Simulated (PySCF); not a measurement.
Potential energy curve for H3BO, SMILES BO, singlet. The B1–O4 bond (B1 also carries H, H; O4 carries H) is stretched with both fragments frozen at the PBE0/def2-TZVP optimised geometry.

- RKS-LDA (SVWN5)/6-31G* = PySCF 2.14.0 with restricted LDA (SVWN5)/6-31G*, spherical d
- RKS-BHandHLYP = restricted BHandHLYP/6-31G run with PySCF
- RKS-CAM-B3LYP = PySCF with restricted CAM-B3LYP/6-31G
- UKS-r2SCAN = unrestricted r2SCAN/6-31G run with PySCF 2.14.0
- RKS-B3LYP/6-31G* = restricted B3LYP/6-31G*, spherical d (PySCF)

Energies are in kcal/mol, each relative to the lowest point of its own curve near equilibrium.

| R / Å | RKS-LDA (SVWN5)/6-31G* | RKS-BHandHLYP | RKS-CAM-B3LYP | UKS-r2SCAN | RKS-B3LYP/6-31G* |
|---|---|---|---|---|---|
| 1.00 | 138.5 | 148.8 | 149.8 | 152.6 | 142.2 |
| 1.08 | 67.4 | 75.0 | 75.8 | 78.0 | 69.9 |
| 1.15 | 31.2 | 36.6 | 37.3 | 38.9 | 32.9 |
| 1.21 | 13.2 | 16.8 | 17.4 | 18.5 | 14.3 |
| 1.26 | 4.8 | 7.1 | 7.4 | 8.3 | 5.4 |
| 1.30 | 1.3 | 2.6 | 2.8 | 3.3 | 1.6 |
| 1.35 | 0.0 | 0.1 | 0.2 | 0.4 | 0.0 |
| 1.38 | 0.6 | 0.0 | 0.0 | 0.0 | 0.3 |
| 1.44 | 3.9 | 2.1 | 2.0 | 1.6 | 3.3 |
| 1.47 | 6.4 | 4.1 | 3.9 | 3.3 | 5.7 |
| 1.55 | 15.1 | 11.7 | 11.2 | 10.0 | 13.9 |
| 1.68 | 32.6 | 27.9 | 27.1 | 25.1 | 30.8 |
| 1.80 | 50.0 | 44.8 | 43.7 | 40.9 | 47.7 |
| 2.04 | 83.0 | 78.0 | 76.5 | 72.1 | 80.1 |
| 2.24 | 106.7 | 102.6 | 100.8 | 95.2 | 103.4 |
| 2.44 | 126.6 | 123.8 | 121.7 | 114.4 | 123.0 |
| 2.66 | 144.2 | 143.2 | 140.8 | 127.8 | 140.5 |
| 2.97 | 162.9 | 164.7 | 161.9 | 137.9 | 159.2 |
| 3.31 | 177.2 | 182.3 | 179.3 | 143.5 | 173.9 |
| 3.64 | 186.7 | 195.1 | 192.1 | 146.3 | 184.0 |
| 4.08 | 194.6 | 207.1 | 204.3 | 148.2 | 193.0 |
| 4.70 | 200.1 | 217.0 | 214.7 | 149.0 | 199.9 |

At the longest distance, 4.70 Å, RKS-BHandHLYP lies highest above its minimum (217.0 kcal/mol) and UKS-r2SCAN lowest (149.0 kcal/mol).

The restricted form behind RKS-LDA (SVWN5)/6-31G*, RKS-BHandHLYP, RKS-CAM-B3LYP, RKS-B3LYP/6-31G* keeps the bonding electrons paired and can't separate into open-shell fragments. At the longest distance RKS-BHandHLYP, RKS-CAM-B3LYP leaves fractional charges on the fragments, a sign of delocalisation error or of the restricted form. The unrestricted determinant behind UKS-r2SCAN is spin-contaminated at 2.44 to 4.70 Å (<S²> up to 1.0, against 0.00 for a pure singlet).
